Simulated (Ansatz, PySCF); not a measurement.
System: arsenic atom, As, net charge 0, quartet state.

Property: ionisation energy to the triplet, in eV. Terms: each state is the SCF solution reached for its charge and spin; LANL2DZ with its own core potentials from Na on; 6-31G* and kin with 6d, 5d where marked; valence correlation only (noble-gas shells and the d and f shells of earlier blocks); non-relativistic; spin-orbit terms left out; open shells spin-unrestricted.

Measured values: NIST ASD by pymatgen's periodic table; they hold spin-orbit and core effects. 

Value to compare with, the measured value: 9.79 eV.

```json
[
 {"level": "HF/LANL2DZ", "program": "Ansatz", "ionisation energy to the triplet (eV)": "9.67", "error": "-0.12"},
 {"level": "HF/6-31G*", "program": "Ansatz", "ionisation energy to the triplet (eV)": "9.46", "error": "-0.33"},
 {"level": "PBE/LANL2DZ", "program": "Ansatz", "ionisation energy to the triplet (eV)": "10.10", "error": "0.31"},
 {"level": "PBE/6-31G*", "program": "Ansatz", "ionisation energy to the triplet (eV)": "9.92", "error": "0.13"},
 {"level": "B3LYP/STO-3G", "program": "Ansatz", "ionisation energy to the triplet (eV)": "7.41", "error": "-2.38"},
 {"level": "B3LYP/3-21G", "program": "Ansatz", "ionisation energy to the triplet (eV)": "9.60", "error": "-0.19"},
 {"level": "B3LYP/LANL2DZ", "program": "Ansatz", "ionisation energy to the triplet (eV)": "9.99", "error": "0.20"},
 {"level": "B3LYP/6-31G*", "program": "Ansatz", "ionisation energy to the triplet (eV)": "9.86", "error": "0.07"},
 {"level": "M06-2X/LANL2DZ", "program": "PySCF", "ionisation energy to the triplet (eV)": "9.84", "error": "0.05"},
 {"level": "MP2/LANL2DZ", "program": "Ansatz", "ionisation energy to the triplet (eV)": "9.55", "error": "-0.24"},
 {"level": "MP2/6-31G*", "program": "Ansatz", "ionisation energy to the triplet (eV)": "9.77", "error": "-0.02"},
 {"level": "B3LYP/def2-TZVPD", "program": "Ansatz", "ionisation energy to the triplet (eV)": "9.86", "error": "0.07"},
 {"level": "M06-2X/def2-TZVPD", "program": "PySCF", "ionisation energy to the triplet (eV)": "9.79", "error": "0.00"},
 {"level": "wB97M-V/def2-TZVPD", "program": "Ansatz", "ionisation energy to the triplet (eV)": "9.75", "error": "-0.04"}
]
```

Among the 11 habitual levels, B3LYP/STO-3G lies farthest from the measured value (-2.38 eV); 5 of 11 lie above it, and their mean absolute error is 0.37 eV, the median 0.19. One case shows no general order.

The levels are drawn from those run, B3LYP/6-31G* more often than the rest, none by its result; runs whose electronic state is in doubt are left out.

Ansatz is a program for electronic structure.
